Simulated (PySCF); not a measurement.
Compound: C₅H₇N₃O.
Cartesian coordinates in Å at the GFN2-xTB level; atoms count from 1:
```xyz
16
C5H7N3O angstrom
C      2.6100    0.0524   -0.2706
C      1.2717   -0.5071    0.1076
O      1.1052   -1.5959    0.6146
C      0.1485    0.3873   -0.1905
N      0.2396    1.5795   -0.7386
N     -0.9812    2.0837   -0.8507
C     -1.8226    1.2044   -0.3727
N     -1.1712    0.1048    0.0628
C     -1.7237   -1.0799    0.6512
H      2.7686    0.9912    0.2546
H      3.3946   -0.6573   -0.0245
H      2.6191    0.2751   -1.3347
H     -2.8851    1.3300   -0.3283
H     -1.4628   -1.9517    0.0494
H     -1.3117   -1.2271    1.6505
H     -2.8065   -0.9805    0.7085
```

A PySCF run (density fitting, gas phase, GFN2-xTB geometry) gave HOMO -4.85 eV, LUMO -1.99 eV, dipole 3.48 D and E = -431.637 Eh.

**Question.** Which of these levels was it?
A. BLYP/3-21G
B. PBE/pcseg-1
C. PBE0/pcSseg-1
D. PBE0/def2-SVPD
E. CAM-B3LYP/def2-SVPD

**Answer.** A. It is BLYP/3-21G. All candidates on this geometry:

```csv
level and settings,kind,basis functions,SCF cycles,E (Eh),HOMO (eV),LUMO (eV),dipole (D)
BLYP/3-21G,GGA,95,17,-431.6374,-4.85,-1.99,3.48
PBE/pcseg-1,GGA,161,17,-433.6210,-5.84,-2.67,3.35
"PBE0/def2-SVPD, grid level 1, fitting basis def2-universal-jkfit",global hybrid,239,12,-433.4227,-7.54,-1.84,3.17
PBE0/pcSseg-1,global hybrid,188,15,-433.6662,-7.55,-1.75,3.34
CAM-B3LYP/def2-SVPD,range-separated hybrid,239,15,-433.7080,-9.01,-0.73,3.19
```

The nearest other candidate, by the summed differences of HOMO and LUMO, is PBE/pcseg-1: its HOMO differs by -0.99 eV and its LUMO by -0.68 eV. Cycle counts include a coarse-grid stage where the run had one.
